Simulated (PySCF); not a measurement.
PySCF input for Mg(iPr)(OH) (C3H8MgO), SMILES C[CH](C)[Mg][OH], HF/pcSseg-1. The structure is a stationary point at r2SCAN-D4/def2-SVP. The values are those of a single conformer.

```python
import numpy as np
from pyscf import gto, scf, dft
from pyscf.prop.nmr import rhf as nmr

mol = gto.M(
    atom='''
    Mg    1.07152190   -0.10560061    0.00000000
    C    -1.02985454   -0.38942166    0.00000000
    C    -1.70803103    0.16437631    1.26036011
    C    -1.70803102    0.16437631   -1.26036012
    H    -1.18229112   -1.48880475   -0.00000000
    H    -2.80045195   -0.03053495    1.25580457
    H    -1.59272420    1.26019236    1.34774450
    H    -1.31040161   -0.27640020    2.19091538
    H    -1.31040161   -0.27640019   -2.19091538
    H    -2.80045195   -0.03053495   -1.25580458
    H    -1.59272420    1.26019236   -1.34774449
    O     2.82934245    0.11908041   -0.00000000
    H     3.77194380    0.26086859   -0.00000000
    ''',
    basis='pcSseg-1',
    charge=0,
    spin=0,
    max_memory=1600,
    verbose=3,
)
mf = scf.RHF(mol)
mf.conv_tol = 1e-10
mf.max_cycle = 100
mf.kernel()
n = nmr.NMR(mf)
n.verbose = 2
n.max_cycle_cphf = 60
sigma = n.kernel()
print('atom   isotropic/ppm   span/ppm')
for i, s in enumerate(sigma):
    w = np.linalg.eigvalsh((s + s.T) / 2)
    print(f'{mol.atom_symbol(i):2s}{i + 1:3d} {w.mean():14.3f} {w[2] - w[0]:11.3f}')
```

It prints:

```
converged SCF energy = -392.697907261618
atom   isotropic/ppm   span/ppm
Mg  1        537.310     262.924
C   2        186.722      18.443
C   3        166.329      37.831
C   4        166.329      37.831
H   5         31.723      10.244
H   6         30.241      11.087
H   7         30.557       9.980
H   8         30.277      11.446
H   9         30.277      11.446
H  10         30.241      11.087
H  11         30.557       9.980
O  12        382.213      57.071
H  13         31.473      25.655
```

The run converged.

Cost: about 24 core-seconds (a rough figure).
